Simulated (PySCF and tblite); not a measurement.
The numbers below are computed, except where a source is named.
Conformer ensemble of C₁₄H₁₀F₂O₂S, numbered as in [CH3:1][c:2]1[cH:3][cH:4][c:5](-[c:6]2[s:7][c:8](-[c:9]3[cH:10][cH:11][c:12]([CH3:13])[o:14]3)[c:15]([F:16])[c:17]2[F:18])[o:19]1

Free energies: PBE0-D3(BJ)/def2-SVP on GFN2-xTB structures plus GFN2-xTB thermal terms, symmetry and mirror images included. Conformers within 3 kcal/mol (GFN2-xTB free energy) were kept, 6 at most. GIAO shieldings: B97-2/6-31G*. Shifts are against CFCl3 (¹⁹F) at the same level. Run with PySCF (density fitting) and tblite.

Torsions listed: O19–C5–C6–S7, S7–C8–C9–O14.

```json
{"conformer": "1", "shape": "0°, 0°", "symmetry": "C2v", "E(GFN2) kcal/mol": "0.00", "E(DFT) kcal/mol": "0.00", "G(298.15 K) kcal/mol": "0.00", "weight %": "91.4", "dipole D": "2.40"}
{"conformer": "2", "shape": "180°, 0°", "symmetry": "Cs", "E(GFN2) kcal/mol": "0.88", "E(DFT) kcal/mol": "1.93", "G(298.15 K) kcal/mol": "1.41", "weight %": "8.5", "dipole D": "2.28"}
{"conformer": "3", "shape": "180°, 180°", "symmetry": "C2v", "E(GFN2) kcal/mol": "1.76", "E(DFT) kcal/mol": "3.90", "G(298.15 K) kcal/mol": "3.69", "weight %": "0.2", "dipole D": "2.14"}
```

Weights (%) against temperature:

| T (K) | 1 | 2 | 3 | S(mix) cal/mol/K |
| --- | --- | --- | --- | --- |
| 150 | 99.6 | 0.4 | 0.0 | 0.05 |
| 200 | 98.1 | 1.9 | 0.0 | 0.19 |
| 250 | 95.2 | 4.8 | 0.1 | 0.39 |
| 298.15 | 91.4 | 8.5 | 0.2 | 0.60 |
| 400 | 82.2 | 17.0 | 0.8 | 1.00 |

Averaged shifts at 298.15 K. ¹⁹F: -140.0 (F16/F18) ppm.

Coordinates of conformer 1 (Å):

```xyz
29

C    -4.889    1.884   -1.417
C    -4.289    0.759   -0.656
C    -4.857   -0.275    0.035
C    -3.797   -1.043    0.559
C    -2.641   -0.421    0.148
C    -1.267   -0.740    0.367
S     0.004    0.243   -0.291
C     1.240   -0.769    0.390
C     2.624   -0.480    0.199
C     3.759   -1.123    0.637
C     4.845   -0.375    0.138
C     4.313    0.668   -0.568
C     4.951    1.781   -1.315
O     2.966    0.608   -0.533
C     0.670   -1.810    1.087
F     1.386   -2.753    1.719
C    -0.735   -1.794    1.075
F    -1.483   -2.718    1.695
O    -2.945    0.674   -0.590
H    -4.563    1.855   -2.456
H    -4.572    2.837   -0.995
H    -5.971    1.818   -1.378
H    -5.904   -0.465    0.155
H    -3.867   -1.929    1.154
H     3.798   -2.010    1.234
H     5.885   -0.584    0.284
H     4.644    2.740   -0.900
H     4.647    1.758   -2.361
H     6.031    1.693   -1.253
```

Coordinates of conformer 2 (Å):

```xyz
29

C    -6.028   -0.150    0.228
C    -4.655    0.231    0.645
C    -4.204    1.044    1.649
C    -2.796    1.033    1.572
C    -2.480    0.207    0.518
C    -1.209   -0.171   -0.014
S     0.266    0.430    0.676
C     1.246   -0.441   -0.465
C     2.671   -0.364   -0.432
C     3.633   -0.953   -1.219
C     4.872   -0.507   -0.714
C     4.593    0.319    0.339
C     5.478    1.080    1.256
O     3.259    0.409    0.514
C     0.445   -1.153   -1.326
F     0.927   -1.920   -2.315
C    -0.932   -1.003   -1.075
F    -1.872   -1.615   -1.805
O    -3.613   -0.277   -0.041
H    -6.154   -1.231    0.289
H    -6.205    0.147   -0.804
H    -6.756    0.333    0.872
H    -4.804    1.583    2.352
H    -2.101    1.555    2.197
H     3.466   -1.614   -2.043
H     5.843   -0.766   -1.083
H     5.262    2.146    1.192
H     6.516    0.908    0.993
H     5.312    0.769    2.287
```

Unscaled ¹⁹F shifts at such levels can be off by tens of ppm; differences between conformers or isomers are more reliable.

Search and properties took 19 min on 1 thread of Intel Xeon Platinum 8259CL @ 2.50GHz (shared host) (rough), launched as `OMP_NUM_THREADS=1 python ens_run.py task.json out`.


Conformer gaps in def2-SVP on xTB geometries can be 2 kcal/mol too large for S=O, P=O and other polar bonds.